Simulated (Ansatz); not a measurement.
Born–Oppenheimer molecular dynamics of CH$_{7}$AlN$_{2}$ (11 atoms, charge 0, multiplicity 1). It goes on from the last frame of an earlier run, with new velocities.

These are results of Ansatz, RKS PBE0/STO-3G, not measurements.

| Item | Value |
| --- | --- |
| ensemble | NVT, Langevin thermostat |
| time step | 0.25 fs |
| steps asked | 400 |
| set temperature | 700 K |
| friction | 0.02 /fs |
| seed | 912383 |

First frame:

```xyz
11
Properties=species:S:1:pos:R:3
N -1.699 0.498 0.202
C -0.525 0.630 -0.823
Al 1.043 0.129 0.153
N 1.104 -1.586 0.419
H -2.491 0.782 -0.356
H -1.639 1.226 1.004
H -0.605 1.680 -1.280
H -0.916 -0.091 -1.575
H 1.863 1.215 0.805
H 1.847 -2.041 0.969
H 0.576 -2.286 -0.115
```

How far do the bonds stretch over the last three quarters of this one trajectory? (Pairs bonded in most of those frames.)


```csv
bond,mean (Å),spread (Å),shortest,longest
N1–C2,1.537,0.066,1.44,1.66
N1–H5,1.065,0.035,0.98,1.15
N1–H6,1.065,0.036,1.00,1.15
C2–Al3,1.937,0.052,1.86,2.04
C2–H7,1.113,0.038,1.05,1.18
C2–H8,1.108,0.037,1.04,1.18
Al3–N4,1.740,0.066,1.63,1.87
Al3–H9,1.513,0.101,1.35,1.67
N4–H10,1.038,0.039,0.95,1.12
N4–H11,1.039,0.015,1.01,1.07
```

Mean temperature of the second half: 874 K. The mean temperature of the second half is 25 % above the set value. A run of 0.1 ps of so small a system gives no equilibrium averages. Limits of this set-up: minimal basis.

Run time: 8.5 min on 1 thread of Arm Neoverse V1 (shared host), peak memory 0.079 GiB.
